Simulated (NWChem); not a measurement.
System: SnH2O, singlet; SMILES [OH][SnH]

Results from NWChem. Low-valent species are run as closed-shell singlets; no triplet was tried in these runs. Structure relaxed at the PBE0/def2-SVP level. def2 effective core potentials on Sn; no spin-orbit coupling. Vertical excitations in the gas phase; the lowest state need not have the same character in each row.

For level PBE/def2-SVP, TDA:

- lowest state with f > 0.02, singlet (eV) = 3.14
- oscillator strength of that bright state = 0.023
- orbital gap (eV) = 2.66

Task: Estimate the same quantities for level LDA (Slater exchange, VWN5)/def2-SVP, TDA.

Result: 
- lowest state with f > 0.02, singlet (eV) = 5.29
- oscillator strength of that bright state = 0.043
- orbital gap (eV) = 2.55
